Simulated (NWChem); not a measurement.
The numbers come from NWChem runs, not from measurements. System: H3OSi, charge 0, spin multiplicity 2, at a geometry optimised with UPBE0/def2-SVP. The structure started from a generated list of species. Its SCF solution wasn't tested for a lower state. Level: ROCCSD(T)/def2-TZVP, 6 core orbitals frozen.

Job file:

```
start mol
memory heap 100 mb stack 700 mb global 1900 mb
geometry units angstroms nocenter noautoz
  O     -1.179621    -0.216817     0.000000
  Si     0.469888     0.097966     0.000000
  H      0.914384     0.828065     1.223719
  H      0.914384     0.828065    -1.223719
  H      1.029765    -1.293119     0.000000
  symmetry group Cs
end
basis spherical
  * library def2-tzvp
end
scf
  rohf
  nopen 1
  maxiter 100
  thresh 1e-7
  semidirect memsize 60000000 filesize 0
  # guess.movecs holds the orbitals of an unrestricted PBE0 run
  vectors input guess.movecs swap 9 13 output mol.movecs
end
tce
  freeze core 6
  ccsd(t)
  2eorb
  2emet 13
  thresh 1e-6
  maxiter 100
  tilesize 24
end
task tce energy
```

NWChem printed:

```
             Northwest Computational Chemistry Package (NWChem) 7.3.0
             --------------------------------------------------------

                                NWChem Input Module
                                -------------------

 Scaling coordinates for geometry "geometry" by  1.889725989
 (inverse scale =  0.529177249)

 Turning off AUTOSYM since
 SYMMETRY directive was detected!

                             Geometry "geometry" -> ""
                             -------------------------

 Output coordinates in angstroms (scale by  1.889725989 to convert to a.u.)

  No.       Tag          Charge          X              Y              Z
 ---- ---------------- ---------- -------------- -------------- --------------
    1 O                    8.0000    -1.17962100    -0.21681700     0.00000000
    2 Si                  14.0000     0.46988800     0.09796600     0.00000000
    3 H                    1.0000     0.91438400     0.82806500     1.22371900
    4 H                    1.0000     0.91438400     0.82806500    -1.22371900
    5 H                    1.0000     1.02976500    -1.29311900     0.00000000

 Effective nuclear repulsion energy (a.u.)      55.7372141227

            Nuclear Dipole moment (a.u.)
            ----------------------------
        X                 Y               Z
 ---------------- ---------------- ----------------
    -0.0000056692    -0.0000018897     0.0000000000

      Symmetry information
      --------------------

 Group name             Cs
 Group number              2
 Group order               2
 No. of unique centers     4

      Symmetry unique atoms

     1    2    3    5


 Summary of "ao basis" -> "" (spherical)
 ------------------------------------------------------------------------------
       Tag                 Description            Shells   Functions and Types
 ---------------- ------------------------------  ------  ---------------------
 *                         def2-tzvp                  on all atoms

 Summary of "ao basis" -> "ao basis" (spherical)
 ------------------------------------------------------------------------------
       Tag                 Description            Shells   Functions and Types
 ---------------- ------------------------------  ------  ---------------------
 O                         def2-tzvp                11       31   5s3p2d1f
 Si                        def2-tzvp                13       37   5s5p2d1f
 H                         def2-tzvp                 4        6   3s1p

                                 NWChem SCF Module
                                 -----------------

  ao basis        = "ao basis"
  functions       =    86
  atoms           =     5
  closed shells   =    12
  open shells     =     1
  charge          =   0.00
  wavefunction    = ROHF
  use symmetry    = T
  symmetry adapt  = T

 Summary of "ao basis" -> "ao basis" (spherical)
 ------------------------------------------------------------------------------
       Tag                 Description            Shells   Functions and Types
 ---------------- ------------------------------  ------  ---------------------
 O                         def2-tzvp                11       31   5s3p2d1f
 Si                        def2-tzvp                13       37   5s5p2d1f
 H                         def2-tzvp                 4        6   3s1p

      Symmetry analysis of basis
      --------------------------

        a'         57
        a"         29

 Forming initial guess at       0.0s
[...]
     1   0 0 1      0.000000      0.000000      0.000000

     2   2 0 0    -16.648818     -5.203396     60.550195
     2   1 1 0     -0.567081     -0.557787     10.260696
     2   1 0 1      0.000000      0.000000      0.000000
     2   0 2 0    -14.812932     -1.403060     12.691490
     2   0 1 1     -0.000000     -0.000000      0.000000
     2   0 0 2    -15.526551     -0.434325     10.695253

                   NWChem Extensible Many-Electron Theory Module
                   ---------------------------------------------


            General Information
            -------------------
      Number of processors :     1
         Wavefunction type : Restricted open-shell Hartree-Fock
          No. of electrons :    25
           Alpha electrons :    13
            Beta electrons :    12
           No. of orbitals :   172
            Alpha orbitals :    86
             Beta orbitals :    86
        Alpha frozen cores :     6
         Beta frozen cores :     6
     Alpha frozen virtuals :     0
      Beta frozen virtuals :     0
         Spin multiplicity : doublet
    Number of AO functions :    86
       Number of AO shells :    36
        Use of symmetry is : on
      Symmetry adaption is : on
         Schwarz screening : 0.10D-09

          Correlation Information
          -----------------------
          Calculation type : Coupled-cluster singles & doubles w/ perturbation
   Perturbative correction : (T)
            Max iterations :      100
        Residual threshold : 0.10D-05
     T(0) DIIS level shift : 0.00D+00
     L(0) DIIS level shift : 0.00D+00
     T(1) DIIS level shift : 0.00D+00
     L(1) DIIS level shift : 0.00D+00
     T(R) DIIS level shift : 0.00D+00
     T(I) DIIS level shift : 0.00D+00
   CC-T/L Amplitude update :  5-th order DIIS
                I/O scheme : Global Array Library
        L-threshold :  0.10D-05
        EOM-threshold :  0.10D-05
 no EOMCCSD initial starts read in
 TCE RESTART OPTIONS
 SLICE:      F
 D4D5:       F
 quantumc:   F
 qrotation:  F
 pwtce:      F
 qducc:      F
 nacto:                         0
 nrotv:                         0
 nrot:                          0

            Memory Information
            ------------------
          Available GA space size is     249022008 doubles
          Available MA space size is     104849908 doubles

 Maximum block size supplied by input
 Maximum block size        24 doubles

 tile_dim =     24

 -------------------------------------------------
   1    alpha     a'     4 doubles       0       1
   2    alpha     a'     1 doubles       4       2
   3    alpha     a"     2 doubles       5       3
   4    beta      a'     4 doubles       7       4
   5    beta      a"     2 doubles      11       5
   6    alpha     a'    23 doubles      13       6
   7    alpha     a'    24 doubles      36       7
   8    alpha     a"    13 doubles      60       8
   9    alpha     a"    13 doubles      73       9
  10    beta      a'     1 doubles      86      10
  11    beta      a'    23 doubles      87      11
  12    beta      a'    24 doubles     110      12
  13    beta      a"    13 doubles     134      13
  14    beta      a"    13 doubles     147      14

 Global array virtual files algorithm will be used

 Parallel file system coherency ......... OK

 4-electron integrals stored in orbital form

 v2    file size   =          4828333
 4-index algorithm nr.  13 is used
 imaxsize =       30
 imaxsize ichop =        0


CCSD iterations
 ---------------------------------------------------------
 Iter          Residuum       Correlation     Cpu    Wall
 ---------------------------------------------------------
    1   0.1677905499638  -0.3161971629921     0.5     0.5
    2   0.0711672104247  -0.3366964152146     0.5     0.5
    3   0.1016435328537  -0.3421441374757     0.5     0.5
    4   0.1512555667563  -0.3464493745185     0.5     0.5
    5   0.2434779301278  -0.3428329167457     0.5     0.5
    6   0.0032693569347  -0.3459700149128     0.5     0.5
    7   0.0037407650752  -0.3458280463112     0.5     0.5
    8   0.0025076524606  -0.3459389637462     0.5     0.5
    9   0.0050119501393  -0.3458801311335     0.5     0.5
   10   0.0061278027118  -0.3460400832166     0.5     0.5
   11   0.0003519928235  -0.3460023071796     0.5     0.5
   12   0.0002755079638  -0.3460036577235     0.5     0.5
   13   0.0002285236651  -0.3460079591666     0.5     0.5
   14   0.0002875986963  -0.3460048143121     0.5     0.5
   15   0.0003604042368  -0.3460111265686     0.5     0.5
   16   0.0000647990994  -0.3460096114133     0.5     0.5
   17   0.0000561756373  -0.3460083340683     0.5     0.5
   18   0.0000426424316  -0.3460080456672     0.5     0.5
   19   0.0000551261774  -0.3460090729529     0.5     0.5
   20   0.0000584129760  -0.3460079483613     0.5     0.5
   21   0.0000147960437  -0.3460091626054     0.5     0.5
   22   0.0000104204415  -0.3460087969545     0.5     0.5
   23   0.0000094637644  -0.3460087064186     0.5     0.5
   24   0.0000079551207  -0.3460087492647     0.5     0.5
   25   0.0000097963901  -0.3460086118917     0.5     0.5
   26   0.0000027559045  -0.3460086560033     0.5     0.5
   27   0.0000024964114  -0.3460086471431     0.5     0.5
   28   0.0000021611697  -0.3460086567714     0.5     0.5
   29   0.0000030242074  -0.3460087141081     0.5     0.5
   30   0.0000038916257  -0.3460086575389     0.5     0.5
   31   0.0000006593192  -0.3460087351242     0.5     0.5
 -----------------------------------------------------------------
 Iterations converged
 CCSD correlation energy / hartree =        -0.346008735124161
 CCSD total energy / hartree       =      -365.906230478243685

 Singles contributions

 Doubles contributions
 CCSD(T)
 Using plain CCSD(T) code
             total no. of tasks          740
 total no. of tasks / no. procs          740
                         wl_min           16           1.6
                         wl_max       884736           9.8
        thresh for no. of tasks          740

 CCSD[T]  correction energy / hartree =        -0.010790888739407
 CCSD[T] correlation energy / hartree =        -0.356799623863568
 CCSD[T] total energy / hartree       =      -365.917021366983079
 CCSD(T)  correction energy / hartree =        -0.010101459315049
 CCSD(T) correlation energy / hartree =        -0.356110194439210
 CCSD(T) total energy / hartree       =      -365.916331937558709

 Task  times  cpu:       30.9s     wall:       30.9s

 Total times  cpu:       30.9s     wall:       30.9s
```
